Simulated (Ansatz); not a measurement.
Calculated with Ansatz (gas phase, PBE0-D4/def2-TZVP geometries, no zero-point term in ΔE). CBS: MP2 limit from def2 TZ/QZ plus the TZ coupled-cluster correction, frozen cores. Functionals use def2-TZVPP. B3LYP here is the variant with VWN-RPA as its local correlation; programs differ in this. For Ge outer-core shells are correlated without core-valence functions, which leaves a few kJ/mol of doubt a bond. Scalar relativity is left out up to krypton. One conformer a species, not always the lowest.

Reaction (isomerisation): `[CH3][GeH2][NH][SiH3]` → `C[NH][GeH2][SiH3]`

`[CH3][GeH2][NH][SiH3]`:

Z-matrix (Å, degrees):
```
C
Ge 1 1.947
H 1 1.091 2 110.0
H 1 1.091 2 110.6 3 120.5
H 1 1.091 2 109.9 3 -119.7
N 2 1.846 1 109.8 3 60.0
H 2 1.544 1 110.0 3 -179.3
H 2 1.541 1 111.7 3 -57.1
Si 6 1.714 2 126.4 1 69.2
H 6 1.008 2 114.4 1 -121.2
H 9 1.489 6 106.6 2 -13.3
H 9 1.492 6 113.9 2 105.9
H 9 1.490 6 112.1 2 -132.6
```

`C[NH][GeH2][SiH3]`:

Cartesian coordinates in Å:
```
C -0.400 -1.926 -0.087
N 0.755 -1.175 -0.540
Ge 1.111 0.440 0.282
Si -0.683 2.022 0.121
H -1.372 -1.459 -0.305
H -0.400 -2.923 -0.538
H -0.341 -2.067 0.996
H 0.783 -1.109 -1.548
H 2.384 0.996 -0.383
H 1.390 0.111 1.762
H -1.942 1.442 0.662
H -0.913 2.386 -1.304
H -0.372 3.262 0.883
```

```tsv
level	ΔE (kJ/mol)	difference from CCSD(T)/CBS
PBE-D4	94.3	-24.9
r2SCAN-D4	110.8	-8.4
B3LYP-D4	110.5	-8.7
ωB97X-V	113.4	-5.8
ωB97M-V	118.7	-0.5
B3LYP	109.3	-9.9
MP2/def2-TZVPP	129.6	10.4
CCSD/def2-TZVPP	120.8	1.6
SCS-MP2/def2-QZVPP	128.4	9.2
HF/CBS(def2)	129.7	10.5
CCSD(T)/CBS	119.2	0
```

Largest T1 diagnostic among the species: 0.012.

From PBE to PBE0 (25 % exact exchange), in def2-TZVPP and without D4, ΔE moves by +9.0 kJ/mol.

CCSD(T)/CBS has its own doubt, a few kJ/mol and more with outer-core shells, so smaller differences from it don't rank the levels.
